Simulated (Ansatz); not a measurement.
ClFGaH3OSi, SMILES `[F][Ga]([Cl])[O][SiH3]`. Total charge 0; spin multiplicity 1.

```xyz
8

F     0.8331   -2.1676   -1.1438
Ga   -0.0705   -1.7032    0.2667
Cl   -0.7876   -3.1923    1.5629
O    -0.3526   -0.0008    0.5548
Si    0.0152    1.4354   -0.1557
H    -0.4813    1.4699   -1.5565
H     1.4857    1.6519   -0.1600
H    -0.6420    2.5066    0.6317
```

**Question.** What are the harmonic wavenumbers in cm⁻¹ at PBE0-D4/def2-TZVP (Ansatz, finite differences of forces, unscaled)? (Estimate.)

**Answer.** The calculation gave: 22, 54, 60, 139, 183, 202, 433, 542, 704, 724, 731, 954, 955, 981, 1033, 2224, 2224, 2243.

**Question.** Is this a minimum?

**Answer.** Yes, all 18 modes are real.

**Question.** Give the ideal-gas thermochemistry at 298.15 K and 1 bar (rigid rotor, harmonic oscillator; point group C1, symmetry number 1).

**Answer.** Zero-point energy 86.2 kJ/mol; H(298) − E = 110.0 kJ/mol; entropy 399.6 J/(mol·K), of which translation 173.0, rotation 119.9, vibration 106.7; G(298) − E = -9.2 kJ/mol. Modes under 100 cm⁻¹ are hindered rotations or soft bends, so the harmonic entropy is rough.
